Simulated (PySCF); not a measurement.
# Nonlinear optical response: SMILES C(=CC)=C=C=C(C)F, C7H7F

Molfile (atoms numbered from 1):
```
C7H7F
     RDKit          3D

 15 14  0  0  0  0  0  0  0  0999 V2000
   -3.4772    0.8490   -0.3107 C   0  0  0  0  0  0  0  0  0  0  0  0
   -2.5717   -0.3391   -0.3840 C   0  0  0  0  0  0  0  0  0  0  0  0
   -1.3063   -0.3587   -0.0122 C   0  0  0  0  0  0  0  0  0  0  0  0
   -0.0762   -0.3731    0.3506 C   0  0  0  0  0  0  0  0  0  0  0  0
    1.1541   -0.3937    0.7080 C   0  0  0  0  0  0  0  0  0  0  0  0
    2.4316   -0.4148    1.0411 C   0  0  0  0  0  0  0  0  0  0  0  0
    3.5888   -0.1152    0.1603 C   0  0  0  0  0  0  0  0  0  0  0  0
    2.7965   -0.7302    2.2935 F   0  0  0  0  0  0  0  0  0  0  0  0
   -4.3571    0.6255    0.3154 H   0  0  0  0  0  0  0  0  0  0  0  0
   -3.8591    1.1076   -1.3124 H   0  0  0  0  0  0  0  0  0  0  0  0
   -2.9633    1.7251    0.1062 H   0  0  0  0  0  0  0  0  0  0  0  0
   -3.0040   -1.2695   -0.7809 H   0  0  0  0  0  0  0  0  0  0  0  0
    4.2598   -0.9881    0.1065 H   0  0  0  0  0  0  0  0  0  0  0  0
    3.2563    0.1453   -0.8517 H   0  0  0  0  0  0  0  0  0  0  0  0
    4.1725    0.7228    0.5757 H   0  0  0  0  0  0  0  0  0  0  0  0
  1  2  1  0
  2  3  2  0
  3  4  2  0
  4  5  2  0
  5  6  2  0
  6  7  1  0
  6  8  1  0
  1  9  1  0
  1 10  1  0
  1 11  1  0
  2 12  1  0
  7 13  1  0
  7 14  1  0
  7 15  1  0
M  END
```

The calculation used quadratic response CAM-B3LYP/aug-cc-pVDZ first hyperpolarisability, Taylor convention, gas phase (PySCF 2.14.0). Geometry: PBE0-D3(BJ)/def2-SVP.

Question: Give β for the processes computed.

Answer: In au, Taylor convention; the vector part is βᵢ = ⅓ Σⱼ (βᵢⱼⱼ + βⱼᵢⱼ + βⱼⱼᵢ); β∥ is 3/5 of the vector part along the dipole, the dipole points from − to +:
```csv
process,λ (nm),β vector norm,β∥,β HRS,depolarisation ratio
"static β(0;0,0)",∞,257.5,-123.6,99.8,6.48
"second harmonic β(−2ω;ω,ω)",1907,274.6,-131.1,106.5,6.39
"Pockels β(−ω;ω,0)",1907,263.0,-126.0,–,–
"second harmonic β(−2ω;ω,ω)",1064,320.8,-151.2,124.5,6.15
"Pockels β(−ω;ω,0)",1064,275.9,-131.7,–,–
```

Question: Which lowest excitations, dipole and polarisabilities go with it?

Answer: S1 3.32 eV (f = 0.000); S2 4.30 eV (f = 0.000); S3 4.81 eV (f = 0.001); dipole 2.15 D; isotropic α 115.3 au static, 116.1 au at 1907 nm, 117.9 au at 1064 nm, 118.6 au at 953.5 nm, 126.9 au at 532 nm.
